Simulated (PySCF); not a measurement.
ReF4, SMILES [F][Re]([F])([F])[F] (connectivity only; charge and spin as stated), neutral, multiplicity 4.

Geometry optimised at r2SCAN-D4/def2-SVP. The spin state was assumed, not searched. The def2 effective core potentials stand for the cores of Re; spin–orbit coupling is left out.

Calculation: PBE/def2-TZVP (PySCF).

The molecule is in vacuum.

Computed frontier levels, dipole moment and polarisability:
| Quantity | Value |
|---|---|
| α spin, highest occupied and lowest empty level | -6.64 and -5.56 eV |
| β spin, highest occupied and lowest empty level | -9.89 and -5.63 eV |
| dipole moment | 0.00 D |
| quadrupole, principal values (traceless, Buckingham form, about the centre of nuclear charge) | -4.45, -4.45, 8.91 D·Å |
| mean static polarisability | 39.5 bohr³ (5.85 Å³) |
| polarisability, principal values | 29.2, 44.6, 44.6 bohr³ |
| ⟨S²⟩ | 3.757 (pure state 3.75) |
